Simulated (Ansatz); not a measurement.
Ansatz (a program for electronic structure) input:

Ansatz 0.2 input:
```yaml
crystal:
  periodic: [false, false, false]
  atoms:
    - {symbol: C, position_ang: [2.97969648, 0.65399584, -0.17431553]}
    - {symbol: C, position_ang: [1.94905994, -0.35904478, 0.33825360]}
    - {symbol: C, position_ang: [0.59078824, 0.25071111, 0.50769947]}
    - {symbol: C, position_ang: [-0.53050720, -0.02193285, -0.16156296]}
    - {symbol: C, position_ang: [-0.65574478, -1.04760534, -1.25198111]}
    - {symbol: C, position_ang: [-1.81332086, 0.71479865, 0.15861322]}
    - {symbol: C, position_ang: [-2.86137931, -0.14851867, 0.77074622]}
    - {symbol: H, position_ang: [3.97351261, 0.20679164, -0.24081242]}
    - {symbol: H, position_ang: [3.04418513, 1.51773353, 0.49118215]}
    - {symbol: H, position_ang: [2.70233156, 1.01988578, -1.16461091]}
    - {symbol: H, position_ang: [2.28683483, -0.74477407, 1.30654540]}
    - {symbol: H, position_ang: [1.91475472, -1.21571822, -0.33543531]}
    - {symbol: H, position_ang: [0.53914434, 1.03063829, 1.26507254]}
    - {symbol: H, position_ang: [-1.41342708, -1.79212115, -0.99275537]}
    - {symbol: H, position_ang: [0.27642378, -1.56786830, -1.45890240]}
    - {symbol: H, position_ang: [-0.99199138, -0.57384180, -2.17970881]}
    - {symbol: H, position_ang: [-1.57711044, 1.55144315, 0.83355877]}
    - {symbol: H, position_ang: [-2.21042756, 1.17554968, -0.75410611]}
    - {symbol: H, position_ang: [-3.91274276, 0.06723554, 0.63918737]}
    - {symbol: H, position_ang: [-2.58304266, -0.92937774, 1.46606786]}
basis:
  gaussian:
    orbitals: def2-TZVP
hamiltonian:
  xc: b3lyp
  dispersion: d3bj
magnetization: {spin_polarized: true, initial_magnetization: 1}
phonons: {temperatures: {t_min: 298.15, t_max: 298.15, t_step: 100}}
```

Question: Which total energy does the run end on?

Answer: -274.63122 Eh (B3LYP-D3(BJ)/def2-TZVP). The basis has 295 functions.

It need not be the lowest isomer of its formula.
